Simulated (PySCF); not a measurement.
From one molecule to another.

First species: C₆H₁₄N₂Si.
SMILES: `NC[C@]1(N2CC2)CC[SiH2]1`

Second species: C7H15FSi.
SMILES: `C=CCC[Si](C)(C)CF`

Levels: PBE0/pcSseg-1 for dipole moment, HOMO energy, LUMO energy and HOMO–LUMO gap; GFN2-xTB for rotational constant A and rotational constant C. Geometries: GFN2-xTB. All species are isolated and taken at one optimised geometry, non-relativistic unless stated; the electronic structure was computed with PySCF and density fitting.

The conformers computed, where there is a choice (atom-mapped SMILES and torsion angles):
- `[NH2:1][CH2:2][C@:3]1([N:4]2[CH2:5][CH2:6]2)[CH2:7][CH2:8][SiH2:9]1`: N1–C2–C3–N4 -163°, C2–C3–N4–C5 -94°, H–N1–C2–C3 -74°, H–N1–C2–C3 167°
- `[CH2:1]=[CH:2][CH2:3][CH2:4][Si:5]([CH3:6])([CH3:7])[CH2:8][F:9]`: C1–C2–C3–C4 -113°, C2–C3–C4–Si5 -179°, C3–C4–Si5–C6 69°, C4–Si5–C8–F9 -176°

Question: Which has the higher HOMO–LUMO gap?

Answer: The second: 7.78 eV against 6.91 eV, a difference of 0.87 eV.

Question: Which has the higher LUMO energy?

Answer: The first: 0.62 eV against 0.39 eV, a difference of 0.23 eV.

Question: Which of the two has the higher dipole moment, and by how much?

Answer: The first: 1.94 D against 1.59 D, a difference of 0.35 D.

Question: Which of the two has the higher rotational constant C, and by how much?

Answer: The first: 0.995 GHz against 0.544 GHz, a difference of 0.451 GHz.

Question: Which has the higher rotational constant A?

Answer: The second: 2.538 GHz against 1.999 GHz, a difference of 0.539 GHz.

Question: Which has the higher HOMO energy?

Answer: The first: -6.29 eV against -7.39 eV, a difference of 1.10 eV.

On the first: A dipole of 1.94 D is allowed in C1, and pure rotational transitions are dipole-allowed. The dipole equals about 6.5 × 10⁻³⁰ C·m (1 D = 3.33564 × 10⁻³⁰ C·m).

On the second: In atomic units the dipole is 0.62 e·bohr (1 au = 2.5417 D). A dipole of 1.59 D is allowed in C1, and pure rotational transitions are dipole-allowed.
